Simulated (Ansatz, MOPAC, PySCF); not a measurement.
Complex: ammonia borane (SMILES [BH3-][NH3+]) (first 8 atoms) with C2H4 (SMILES C=C); geometry from B3LYP-D3(BJ)/def2-TZVP, rigid monomers moved along the line of their centres of mass till H8···C10 is 3.44 Å.
(charge 0, multiplicity 1):
| atom | x (Å) | y (Å) | z (Å) |
|---|---|---|---|
| B | -0.9288 | 0.2896 | 0.2984 |
| N | 0.6322 | -0.1670 | 0.5701 |
| H | -1.0445 | 1.3660 | 0.8388 |
| H | -1.6066 | -0.5736 | 0.8076 |
| H | -1.0487 | 0.3436 | -0.9028 |
| H | 1.2837 | 0.5043 | 0.1745 |
| H | 0.8265 | -1.0724 | 0.1528 |
| H | 0.8125 | -0.2327 | 1.5723 |
| C | 0.3304 | 0.5870 | 4.8834 |
| C | -0.0640 | -0.6805 | 4.8689 |
| H | 1.1610 | 0.9183 | 5.4956 |
| H | -0.1773 | 1.3384 | 4.2899 |
| H | -0.9041 | -0.9990 | 4.2627 |
| H | 0.4288 | -1.4372 | 5.4682 |

Counterpoise-corrected where a basis set is named; no monomer relaxation. Rows marked so take none.

Rows in 3-21G, 6-31G*, STO-3G carry no dispersion term and start afresh at each structure (6-31G* with six Cartesian d functions). MP2/6-31G* freezes PySCF's default core. The state reached by PM6, PM7 isn't checked; PM7 holds dispersion and hydrogen-bond terms.

Run with Ansatz (a first-principles code) with Gaussian orbitals; MOPAC for PM6, PM7 (differences of heats of formation); PySCF for 3-21G rows, 6-31G* rows, STO-3G rows, the dispersion terms. 

Other levels give for the interaction energy: PBE/def2-TZVPPD -1.78; B3LYP/def2-TZVPPD -1.31; B3LYP-D3(BJ)/def2-TZVPPD -2.17; wB97M-V/def2-TZVPPD -2.13 kcal/mol.

Common cheap choices:

```tsv
level	interaction energy (kcal/mol)
PM6	-0.79
PM7	-1.81
HF/STO-3G (no counterpoise)	-0.68
HF/3-21G (no counterpoise)	-2.15
HF/6-31G* (no counterpoise)	-2.03
BP86/6-31G* (no counterpoise)	-1.61
B3LYP/3-21G (no counterpoise)	-2.07
MP2/6-31G* (no counterpoise)	-2.35
```
